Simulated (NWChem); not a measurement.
System: AlPH4O2; SMILES [OH][Al]([OH])[PH2]

```xyz
8

Al     0.0114    -0.3921     0.0000
O     -0.0317    -1.1862    -1.5175
H     -0.0950    -2.1413    -1.6335
O     -0.0317    -1.1862     1.5175
H     -0.0950    -2.1413     1.6335
P     -0.0306     1.9337     0.0000
H      0.9293     2.0527     1.0472
H      0.9293     2.0527    -1.0472
```
Atoms are numbered in this order, from 1.

Program: NWChem. Pople sets run with spherical d functions. Geometry: optimised at B3LYP/6-31G* (spherical d). Atomic charges in e: unrestrained fits to the electrostatic potential beside Mulliken populations; buried atoms are poorly determined by the fit.

Problem. Predict the results for Hartree-Fock/6-31G*. Quantities: ESP Al1; Mulliken Al1; ESP O2; Mulliken O2; ESP O4; Mulliken O4; ESP P6; Mulliken P6; relative RMS misfit of the potential (%).

Solution. 
- ESP Al1 = 1.22
- Mulliken Al1 = 1.19
- ESP O2 = -0.92
- Mulliken O2 = -0.95
- ESP O4 = -0.92
- Mulliken O4 = -0.95
- ESP P6 = -0.40
- Mulliken P6 = -0.22
- relative RMS misfit of the potential (%) = 24
